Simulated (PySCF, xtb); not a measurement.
C4H10OSi, SMILES O1C[Si@H]([C@H]1C)C.

GFN2-xTB (xtb 6.7.1) at its own geometry gives an orbital gap of 4.60 eV and a dipole moment of 3.14 D.

The structure is a stationary point at PBE0-D3(BJ)/def2-SVP. The structure was generated by enumeration; whether it is a known compound was not checked.

Task: What does r2SCAN/def2-TZVP in PySCF give? (The exact figures need the calculation; the answer reports its results.)

Result: gap 5.69 eV (levels -5.68 and 0.00 eV), dipole 1.71 D.
